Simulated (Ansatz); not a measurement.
`C=C[SiH](Cl)C=C`. The species carries charge 0 and has multiplicity 1.

```xyz
13

C     0.414    2.207    0.626
C    -0.212    1.322   -0.145
Si   -0.894   -0.258    0.535
Cl   -2.921   -0.368    0.146
C    -0.095   -1.743   -0.233
C     0.999   -1.659   -0.985
H     0.543    2.043    1.693
H     0.823    3.134    0.233
H    -0.322    1.538   -1.207
H    -0.744   -0.252    2.012
H    -0.535   -2.723   -0.056
H     1.477   -0.706   -1.194
H     1.467   -2.535   -1.424
```

Task: Give the diagnostics of a CCSD(T)/def2-TZVPP run (frozen core, the Gaussian-basis code of Ansatz). (Best estimate.)

Result: The calculation gave: T1 = 0.0108, largest single amplitude 0.011, largest double 0.048, (T) share of the correlation energy 4.4 %, 9 CCSD cycles. The RHF solution is stable towards an unrestricted one. T1 lies under the customary mark of 0.02 for closed shells.
